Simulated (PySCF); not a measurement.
**Radial density of Os(31+) (osmium, charge +31)**

PW91, [Kr] 4d9, 2D determinant. Calculation: PySCF 2.14, in an uncontracted even-tempered set (19 s from 2.5 bohr⁻², ratio 2.5; 14 p from 3.2 bohr⁻², ratio 2.5; 9 d from 3.2 bohr⁻², ratio 2.5; 4 f from 18 bohr⁻², ratio 2.7; 3 g from 27 bohr⁻², ratio 2.7); scalar relativity by spin-free X2C-1e.

```json
{"r (bohr)": "0.0136", "4πr²ρ (e/bohr)": "105.0", "4πr²(ρα − ρβ)": "0.0002"}
{"r (bohr)": "0.0229", "4πr²ρ (e/bohr)": "92.05", "4πr²(ρα − ρβ)": "0.0085"}
{"r (bohr)": "0.0385", "4πr²ρ (e/bohr)": "121.8", "4πr²(ρα − ρβ)": "0.0876"}
{"r (bohr)": "0.0648", "4πr²ρ (e/bohr)": "135.5", "4πr²(ρα − ρβ)": "0.5190"}
{"r (bohr)": "0.109", "4πr²ρ (e/bohr)": "112.2", "4πr²(ρα − ρβ)": "1.1865"}
{"r (bohr)": "0.183", "4πr²ρ (e/bohr)": "111.0", "4πr²(ρα − ρβ)": "0.1453"}
{"r (bohr)": "0.308", "4πr²ρ (e/bohr)": "51.44", "4πr²(ρα − ρβ)": "1.8837"}
{"r (bohr)": "0.519", "4πr²ρ (e/bohr)": "37.13", "4πr²(ρα − ρβ)": "2.1499"}
{"r (bohr)": "0.872", "4πr²ρ (e/bohr)": "0.8785", "4πr²(ρα − ρβ)": "0.0617"}
{"r (bohr)": "1.47", "4πr²ρ (e/bohr)": "0.0006495", "4πr²(ρα − ρβ)": "0.0001"}
```

Densities and radii are taken from the X2C orbitals without a picture-change correction, which distorts them close to the nucleus.

Spin-orbit coupling, absent here, splits the open shell strongly.
